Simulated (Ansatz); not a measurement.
Pair of molecules: PH3 (SMILES P) (first 4 atoms) with H2 (SMILES [H][H]); geometry from B3LYP-D3(BJ)/def2-TZVP.
(charge 0, multiplicity 1):
```tsv
atom	x (Å)	y (Å)	z (Å)
P	-0.1717	0.1568	-0.1407
H	-1.4919	-0.1172	0.2992
H	-0.4900	-0.0507	-1.5078
H	0.2610	-1.1800	0.0525
H	0.0829	-0.2680	3.5127
H	0.3082	0.2220	2.9995
```

Basis-set superposition error: the interaction energy with monomers in their own basis, and in the dimer's basis (counterpoise).

Codes used: Ansatz (Gaussian orbitals). Each number belongs to the level named beside it.

| level | uncorrected (kcal/mol) | counterpoise (kcal/mol) | difference |
|---|---|---|---|
| SVWN5/def2-TZVPPD | -1.02 | -1.00 | 0.03 |
| B97M-V/def2-TZVPPD | -0.40 | -0.38 | 0.02 |
| B3LYP/def2-TZVPPD | 0.14 | 0.16 | 0.02 |
| CAM-B3LYP/def2-TZVPPD | -0.09 | -0.06 | 0.02 |
| wB97M-V/def2-TZVPPD | -0.34 | -0.31 | 0.03 |
| B2PLYP/def2-TZVPPD | -0.05 | -0.01 | 0.04 |
| SCS-MP2/aug-cc-pV(D+d)Z | -0.32 | -0.07 | 0.25 |
| SCS-MP2/aug-cc-pV(T+d)Z | -0.31 | -0.17 | 0.15 |
| SCS-MP2/aug-cc-pV(Q+d)Z | -0.23 | -0.19 | 0.04 |
| CCSD/aug-cc-pV(Q+d)Z | -0.28 | -0.25 | 0.02 |

The error is largest for SCS-MP2/aug-cc-pV(D+d)Z (0.25 kcal/mol) and smallest for B97M-V/def2-TZVPPD (0.02 kcal/mol).

Ansatz is a first-principles code.
